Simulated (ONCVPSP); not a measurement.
# Cutoff test, Sm (Z = 62), ONCV

```
Element                 : Sm
Generator               : ONCVPSP 4.0.1
Type                    : optimised norm-conserving Vanderbilt (ONCV)
Functional              : PBE
Relativity              : scalar-relativistic
Frozen core             : [Kr]
Valence charge          : 26
Reference configuration : 4d10 4f6 5s2 5p6 6s2
Partial waves           : 5s+6s: rc 1.95 bohr, ncon 3, nbas 6, qcut 6.6 1/bohr, 2 projectors; 5p: rc 2.30 bohr, ncon 5, nbas 9, qcut 6.5 1/bohr, 2 projectors, debl 0.4 Ha; 4d: rc 0.85 bohr, ncon 4, nbas 8, qcut 14.7 1/bohr, 2 projectors, debl 0.5 Ha; 4f: rc 0.90 bohr, ncon 4, nbas 9, qcut 18.8 1/bohr, 2 projectors, debl 1.1 Ha
Local potential         : polynomial inside 0.75 bohr (lpopt 5, dvloc0 -1 Ha)
Core correction         : Teter function fitted to the true core (icmod 2), fcfact 0.25
```

In the p channel the program set the typed energies aside and used -0.854, 0.250 Ha. In the d channel the program set the typed energies aside and used -4.733, 0.250 Ha.

**Question.** For each optimised wave give the share of its norm inside rc, the residual kinetic energy above qcut (Ha) and the cutoffs (Ha) for errors of 10, 1, 0.1 and 0.01 mHa per electron.

**Answer.**

| wave | norm inside rc | residual KE | 10 mHa | 1 mHa | 0.1 mHa | 0.01 mHa |
| --- | --- | --- | --- | --- | --- | --- |
| 5s | 0.877 | 2.0e-06 | 11.4 | 14.8 | 17.4 | 19.8 |
| 6s | 0.039 | 2.0e-07 | 8.2 | 12.6 | 15.9 | 18.4 |
| 5p | 0.865 | 1.6e-06 | 8.2 | 13.6 | 16.7 | 19.2 |
| p projector 2 | 0.119 | 1.5e-06 | 4.5 | 12.8 | 16.5 | 19.1 |
| 4d | 0.786 | 7.8e-05 | 78.1 | 93.0 | 107.0 | 278.9 |
| d projector 2 | 0.045 | 2.2e-05 | 65.3 | 84.1 | 99.1 | 113.7 |
| 4f | 0.541 | 9.6e-05 | 127.1 | 147.4 | 176.9 | not reached |
| f projector 2 | 0.068 | 1.9e-06 | 109.5 | 134.4 | 153.4 | 167.2 |

The occupied waves need 147 Ha and 177 Ha for 1 and 0.1 mHa. Note: ghosts flagged at negative energy: s at -672.3 eV, p at -198.7 eV; GHOST(+) flagged for s at 174.1 eV. A true bound ghost makes a file unfit for plane-wave use. Tests left out (the all-electron energies of this program are off by 10 to 40 meV for near-neutral 4f atoms).
